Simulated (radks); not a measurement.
Effect of the nuclear size on the titanium ion Ti2+, [Ar] 3d2. Method: Dirac Kohn-Sham, exchange-only LDA, spin-unpolarised, spherical densities, finite nucleus; open shells fill j = l - 1/2 first; Fermi nuclear charge, rms radius 3.5921 fm; computed with a radial shooting solver on a logarithmic mesh with Libxc functionals. The rms radius is varied about that value; shifts are against it.

| rms radius (fm) | total energy shift (eV) | density at nucleus (e/bohr^3) | 1s1/2 shift (meV) | 2s1/2 shift (meV) | 3s1/2 shift (meV) |
|---|---|---|---|---|---|
| 3.003 | -0.0146 | 8482 | -6.19 | -0.518 | -0.071 |
| 3.2724 | -0.00825 | 8460 | -3.49 | -0.292 | -0.040 |
| 3.5921 | 0 | 8435 | 0.000 | 0.000 | 0.000 |
| 3.8831 | 0.00815 | 8415 | 3.45 | 0.289 | 0.040 |
| 4.3608 | 0.0229 | 8385 | 9.69 | 0.811 | 0.112 |

Slopes of the eigenvalues against <r^2> in GHz/fm^2, as finite differences over the two radii next to the reference (eigenvalue slopes, not the field-shift constants of lines): 1s1/2 384, 2s1/2 32.2, 3s1/2 4.43.
